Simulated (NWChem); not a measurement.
digermane (Ge₂H₆); SMILES [GeH3][GeH3]

Program: NWChem. The geometry was optimised at PBE0/def2-SVP. Ions are spin-unrestricted doublets at the neutral geometry; other ion states weren't tried.

Problem. What does the run give for PBE/def2-SVP? Quantities: vertical ionisation energy, ΔSCF (eV); −ε(HOMO) (eV).

Solution. 
```yaml
vertical ionisation energy, ΔSCF (eV): 10.14
"−ε(HOMO) (eV)": 7.09
```
